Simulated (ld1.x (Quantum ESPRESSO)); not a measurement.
## Logarithmic derivatives: Sm, TM

* Element: samarium (Sm)
* Generator: ld1.x (Quantum ESPRESSO) 7.5
* Type: norm-conserving Troullier–Martins (Kleinman–Bylander form)
* Functional: PBEsol
* Relativity: fully relativistic
* Frozen core: [Kr] 4d10 5s2
* Valence charge: 14
* Reference configuration: 4f6 5p6 5d0 6s1 6p0 (charge +1)
* Partial waves: 5p (bound): rc 2.05 bohr; 5d (bound, empty): rc 0.85 bohr; 4f (bound): rc 1.30 bohr; 6s (bound): rc 4.68 bohr
* Local potential: the s channel
* Core correction: Bessel-smoothed model core inside 0.70 bohr

Open shells are filled in proportion to 2j + 1 (rel_dist='average').

The phase is arctan(r·u′/u) with u = r·R(r), unwrapped; energies in Ry, scanned from -4 to 5 Ry. A pole is an energy at which the radial function vanishes at the test radius. The pseudo phase is shifted by a multiple of π to meet the all-electron one at the reference energy, and phase errors are pseudo minus all-electron; the curves can meet again beyond the range given. Levels narrower than the energy grid can be missing from the lists of poles. n/a: not evaluated, since a narrow level or a reset projector energy made the automatic matching unsafe.

Problem. For each channel, where are the poles, and over which energies does the pseudopotential scatter like the atom?

Solution.

```csv
channel,radius (bohr),reference energy (Ry),"poles, all-electron","poles, pseudo",unbroken range about the reference energy with phases within 0.05 rad,phase error 1 Ry above the reference energy (rad)
s,5.04,-0.62,"-0.36, 1.80","-0.37, 1.00, 2.95",below 0.0,-1.450
p1/2,5.04,-2.34,"0.05, 2.33","0.34, 3.23",below -0.7,+0.000
p3/2,5.04,-2.08,"0.14, 2.49","0.40, 3.34",n/a,n/a
d3/2,5.04,-0.54,"-0.47, 1.05, 3.60","-0.47, 1.22, 4.61",below 0.1,+0.053
d5/2,5.04,-0.52,"-0.45, 1.07, 3.65","-0.45, 1.24, 4.64",below 0.2,+0.050
f5/2,5.04,-0.66,"0.78, 2.65","1.08, 3.89",n/a,n/a
f7/2,5.04,-0.62,"0.78, 2.65","1.08, 3.90",below 0.0,+0.201
```

Phases in the f5/2 channel:

```tsv
E (Ry)	all-electron	pseudo
-4.00	1.470	1.470
-3.52	1.463	1.463
-3.04	1.455	1.455
-2.56	1.444	1.444
-2.08	1.430	1.429
-1.60	1.409	1.409
-1.12	1.375	1.375
-0.64	-1.785	-1.785
-0.16	-2.055	-2.038
0.32	-4.224	-3.954
0.80	-4.723	-4.624
1.28	-4.966	-4.759
1.76	-7.359	-4.884
2.24	-7.772	-5.447
2.72	-7.866	-7.569
3.20	-7.949	-7.765
3.68	-8.204	-7.833
4.16	-10.668	-7.880
4.64	-10.906	-7.933
```
